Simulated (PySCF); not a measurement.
## F (fluorine, neutral) across methods

[He] 2s2 2p5, 2P determinant. Computed with PySCF 2.14 in aug-cc-pCVTZ-DK, with the spin-free X2C one-electron Hamiltonian (Gaussian nucleus).

```
   method  E (hartree)  mean ε 2s β (eV)  mean ε 2p α (eV)  mean ε 2p β (eV)  Σ⟨r²⟩ (bohr²)   ⟨S²⟩
BHandHLYP     -99.8286           -35.018           -16.727           -14.878          10.46  0.752
   r2SCAN     -99.8128           -29.681           -12.516           -10.795          10.53  0.753
     PBE0     -99.7609           -31.886           -14.295           -12.563          10.55  0.752
      LDA     -99.1917           -28.675           -12.061           -10.368          10.78  0.751
   M06-2X     -99.8229           -34.883           -16.696           -14.890          10.54  0.752
     TPSS     -99.8580           -29.292           -12.013           -10.475          10.64  0.752
      UHF    -99.49378           -40.337           -20.937           -18.499          10.27  0.754
      PBE     -99.7556           -28.713           -11.862           -10.300          10.75  0.751
```

(1) Estimate the same row for B3LYP.

## Answers

(1) E (hartree) = -99.8556; mean ε 2s β (eV) = -31.340; mean ε 2p α (eV) = -13.931; mean ε 2p β (eV) = -12.288; Σ⟨r²⟩ (bohr²) = 10.63; ⟨S²⟩ = 0.752.
